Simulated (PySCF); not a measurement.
A structure optimised at PBE0-D3(BJ)/def2-TZVP, used in a PySCF frequency run:

```xyz
5

Zn     0.0000     0.0000     0.0061
O      1.7620     0.0797    -0.0774
H      2.2220    -0.5054     0.5270
O     -1.7620    -0.0797    -0.0774
H     -2.2220     0.5054     0.5270
```
Charge 0, spin multiplicity 1.

Write its SMILES, formula and point group.

[OH][Zn][OH], H₂O₂Zn, C2

What are its rotational constants (standard atomic weights)?

356.94, 4.5937, 4.5907 GHz
